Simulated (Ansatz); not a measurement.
Input for Ansatz (development build ahead of 0.2.0):

```yaml
crystal:
  periodic: [false, false, false]
  atoms:
    - { symbol: Mn, position_ang: [0.0, 0.0, 0.0] }
    - { symbol: H, position_ang: [0.0, 0.0, 3.46] }
basis:
  gaussian: { orbitals: def2-SVP }
magnetization:
  spin_polarized: true
  initial_magnetization: 6
hamiltonian:
  xc: hf
scf:
  omitted_lower_state_checks: [stability, starts, atomic_configurations, cluster_reference, orbital_swaps, given_window_search, neighbouring_geometries, increment]
output:
  forces: true
```

The input is written out in the form of the current development build from the run's settings.

The run gave:

```
Converged                       : yes
Total energy                    : -1150.19660 hartree
Spin squared of the determinant : 12.035
```

Forces (eV/Å):
| atom | Fx | Fy | Fz |
| --- | --- | --- | --- |
| Mn1 | 0.000 | 0.000 | 0.023 |
| H2 | 0.000 | 0.000 | -0.023 |
